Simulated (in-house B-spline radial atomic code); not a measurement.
Binding energies in neutral strontium

NIST's tabulated ground configuration is [Kr] 5s2; each binding energy is the energy of the ion with one electron taken from that subshell, relaxed, less that of the parent. Level of theory: Dirac-Kohn-Sham PBE0, spherical fractional occupations, Fermi nucleus of rms radius 4.224 fm; calculated with a B-spline radial code for spherical atoms. Energies include first-order Breit, QED and recoil terms. Caution: exact exchange at fractional occupations of open shells leaves self-interaction of up to several eV.

| subshell | X-ray name | binding energy (eV) | -ε (eV) | relaxation (eV) |
| --- | --- | --- | --- | --- |
| 1s | K | 16173.8 | 15999.9 | -208.4 |
| 2s | L1 | 2211.8 | 2183.4 | -31.9 |
| 2p1/2 | L2 | 2021.7 | 1985.1 | -39.9 |
| 2p3/2 | L3 | 1957.4 | 1916.5 | -43.1 |
| 3s | M1 | 356.5 | 345.5 | -11.5 |
| 3p1/2 | M2 | 284.1 | 273.0 | -11.5 |
| 3p3/2 | M3 | 274.9 | 262.4 | -12.7 |
| 3d3/2 | M4 | 148.3 | 135.4 | -12.9 |
| 3d5/2 | M5 | 146.9 | 133.5 | -13.4 |
| 4s | N1 | 49.34 | 44.21 | -5.18 |
| 4p1/2 | N2 | 30.28 | 25.63 | -4.67 |
| 4p3/2 | N3 | 29.49 | 24.44 | -5.04 |
| 5s | O1 | 6.12 | 4.05 | -2.08 |

Relaxation = -ε minus the binding energy without Breit, QED and recoil terms. With a density functional, K lines can miss by some tenths of a per cent, more in light atoms. For a density functional the relaxation so defined is negative, because -ε of a Kohn-Sham level is smaller than the binding energy.

Emission lines follow as differences of binding energies, with λ = 12398.42 eV·Å / E:

```tsv
line	holes	energy (eV)	wavelength (Å)
K-L3	1s → 2p3/2	14216.4	0.87212
K-L2	1s → 2p1/2	14152.1	0.87608
K-M3	1s → 3p3/2	15898.9	0.77983
L3-M5	2p3/2 → 3d5/2	1810.5	6.8481
L2-M4	2p1/2 → 3d3/2	1873.4	6.6181
L1-M3	2s → 3p3/2	1936.9	6.4012
L3-M1	2p3/2 → 3s	1600.9	7.7447
```

Question: What screening constant σ does Moseley's law, E = (3/4)·13.6057 eV·(Z - σ)², need for K-L3?

Answer: σ = 0.67.

Question: What does it cost to remove both a 4p3/2 and a 5s electron?

Answer: 42.635 eV, which is 7.026 eV more than the two single binding energies together.

Question: What does it cost to remove both a 3p3/2 and a 3d5/2 electron?

Answer: 451.49 eV, which is 29.66 eV more than the two single binding energies together.

Question: What does it cost to remove both a 3s and a 4p1/2 electron?

Answer: 401.58 eV, which is 14.79 eV more than the two single binding energies together.
